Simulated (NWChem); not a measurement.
Molecule: C2H6GeO; SMILES [CH](=C)[GeH2][OH]

```xyz
10

Ge    -0.2883     0.4376    -0.0126
O      1.1051     1.5481    -0.1514
C      0.2593    -1.3495     0.5046
C      0.2055    -2.3814    -0.3432
H     -0.8776     0.3983    -1.4293
H     -1.2853     1.0156     1.0184
H      1.5122     1.7475     0.6978
H      0.6190    -1.5249     1.5267
H     -0.1449    -2.2644    -1.3755
H      0.5080    -3.3935    -0.0504
```
Atoms are numbered in this order, from 1.

Level: PBE0/def2-SVP (NWChem), optimised geometry, unscaled harmonic frequencies. 

| frequency (cm⁻¹) | IR intensity (km/mol) |
|---|---|
| 66 | 5.2 |
| 144 | 92.4 |
| 191 | 28.8 |
| 257 | 1.2 |
| 480 | 21.7 |
| 543 | 63.0 |
| 611 | 29.6 |
| 701 | 97.7 |
| 709 | 46.7 |
| 819 | 120.1 |
| 858 | 62.3 |
| 912 | 94.7 |
| 994 | 32.2 |
| 1005 | 7.3 |
| 1037 | 12.1 |
| 1269 | 0.8 |
| 1416 | 13.9 |
| 1686 | 5.9 |
| 2127 | 156.5 |
| 2186 | 95.1 |
| 3137 | 11.3 |
| 3166 | 3.6 |
| 3232 | 6.1 |
| 3913 | 74.4 |

- zero-point energy: 45.0 kcal/mol
- thermal correction to the enthalpy at 298.15 K (with zero-point energy): 49.6 kcal/mol
- heat capacity Cv: 21.6 cal/(mol K)
- entropy at 298.15 K and 1 atm (symmetry number 1): 80.0 cal/(mol K)
- dipole moment: 1.83 D

Rigid rotor and harmonic oscillator; modes under 100 cm⁻¹ make the entropy uncertain.
